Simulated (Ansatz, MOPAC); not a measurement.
Diatomic CoO+, multiplicity 5 (lowest of 2S+1 = 1, 3, 5, 7 at PBE0/def2-TZVPP; our sources give no spin for the ground state, which may be another). No spin–orbit coupling. Co is treated without relativity.

The constants come from a fifth-degree fit in 1/R (seven points, main isotopes). Runs in def2 and cc sets follow the lowest solution found near the PBE0 minimum.

The state reached by PM7 isn't checked; PM7 holds dispersion and hydrogen-bond terms.

Run with Ansatz (Gaussian basis) for Hartree–Fock, density functionals and correlated methods; MOPAC for PM7 (differences of heats of formation). Values without a source in brackets are computed.

Task: What bond length and harmonic frequency does PM7 give?

Result: r_e = 1.665 Å, ω_e = 1008 cm⁻¹.

Task: What bond length and harmonic frequency does SVWN5/def2-TZVPP give?

Result: r_e = 1.595 Å, ω_e = 908 cm⁻¹.

Task: What bond length and harmonic frequency does B97M-V/def2-TZVPP give?

Result: r_e = 1.621 Å, ω_e = 804 cm⁻¹.

Ansatz is a first-principles code.
